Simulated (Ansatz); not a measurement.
Coupled-cluster run, `C[O][Ge]([OH])([OH])[OH]`.

```yaml
crystal:
  periodic: [false, false, false]
  atoms:
    - {symbol: C, position_ang: [-0.642467, -1.341673, 1.249415]}
    - {symbol: O, position_ang: [0.520724, -0.777355, 0.674858]}
    - {symbol: Ge, position_ang: [0.357692, 0.520142, -0.491726]}
    - {symbol: O, position_ang: [2.030281, 0.873264, -0.896023]}
    - {symbol: O, position_ang: [-0.615843, 0.077694, -1.885520]}
    - {symbol: O, position_ang: [-0.513364, 1.909222, 0.139062]}
    - {symbol: H, position_ang: [-0.319938, -2.115336, 1.948350]}
    - {symbol: H, position_ang: [-1.289181, -1.801686, 0.494366]}
    - {symbol: H, position_ang: [-1.229291, -0.597866, 1.799298]}
    - {symbol: H, position_ang: [2.100240, 1.579592, -1.543351]}
    - {symbol: H, position_ang: [-0.245402, -0.670957, -2.359721]}
    - {symbol: H, position_ang: [-0.076352, 2.289958, 0.904992]}
basis:
  gaussian: {orbitals: def2-SVP}
correlation: {method: ccsd_t}
```

```sh
$ ansatz run in.yaml --threads 4 --pin off --events-out ev --progress --plain --max-ram 11315MiB
```

Log, shortened:

```
Functional definition: HF
1288 factors; integrals over basis functions are off by at most 1.2e-3 eV
mean field evaluation 1: about -65729.9072 eV, gradient 5.6e1 eV
mean field evaluation 2: about -65729.9810 eV, gradient 5.6e1 eV
mean field evaluation 4: about -65735.6369 eV, gradient 3.7e0 eV
mean field evaluation 8: about -65735.6791 eV, gradient 1.4e-4 eV
mean field -65735.67905402 eV, -2415.7416479915 hartree, gradient 4.1e-6 eV, S^2 0.000000; 0 other end points of the search recorded, 0 dependent functions left out
14 core orbitals not correlated: weight in the atoms' cores, before any rotation towards them, 1.000 or more for the frozen orbitals, at most 0.000 for the correlated occupied ones
reference -65735.67905402 eV, -2415.7416479915 hartree; 24, 24 occupied and 94, 94 virtual orbitals, 1288 factors
second order -30.38290894 eV of doubles, -0.00000000 eV of singles
cycle   1  -30.11537006 eV  change    2.7e-1 eV  update   1.2e-1
cycle   2  -30.84565496 eV  change   -7.3e-1 eV  update   3.3e-2
cycle   3  -31.01893229 eV  change   -1.7e-1 eV  update   1.7e-2
cycle   4  -31.00615398 eV  change    1.3e-2 eV  update   3.1e-3
cycle   5  -31.00565927 eV  change    4.9e-4 eV  update   1.3e-3
cycle   6  -31.00631669 eV  change   -6.6e-4 eV  update   3.7e-4
cycle   7  -31.00607004 eV  change    2.5e-4 eV  update   1.4e-4
cycle   8  -31.00599227 eV  change    7.8e-5 eV  update   3.7e-5
cycle   9  -31.00598519 eV  change    7.1e-6 eV  update   1.4e-5
perturbative correction -0.74718074 eV, -0.0274583859 hartree
Total energy: -65767.43221995 eV, -2416.9085553164 hartree
```

Run time 7.5 s (4 threads of an AMD EPYC 9R45 on a shared host); peak host memory 1 GiB.

The correlation energy is -31.753 eV, 2.4 % of it from (T); the T1 diagnostic reads 0.0113.
